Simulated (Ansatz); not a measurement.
Basis-set extrapolation for `N[SiH]N[SiH2]N` radical (PBE0-D4/def2-TZVP geometry, frozen core, Ansatz). Multiplicity 2, UHF reference.

```json
{"": "HF", "def2-TZVPP": "-746.054010", "def2-QZVPP": "-746.081564"}
{"": "MP2 correlation", "def2-TZVPP": "-0.868670", "def2-QZVPP": "-0.932654"}
{"": "CCSD(T) correlation", "def2-TZVPP": "-0.951082", "def2-QZVPP": "not run"}
```

Energies in hartree. Use E(X) = E(∞) + A·exp(−7.88·√X) for Hartree–Fock and E(X) = E(∞) + B·X^(−2.97) for correlation, with X = 3 and 4, and add CCSD(T) minus MP2 of the smaller set to the MP2 limit.

Question: What is the CCSD(T) energy at the basis-set limit?

Answer: HF limit: -746.081564 + (-0.027554) × 0.13774 = -746.08536. MP2 limit: -0.932654 + (-0.063984) × 0.74074 = -0.98005. Higher-order term: -0.951082 − (-0.868670) = -0.08241. Total: -747.14782 hartree, 3.88 eV below CCSD(T)/def2-TZVPP.
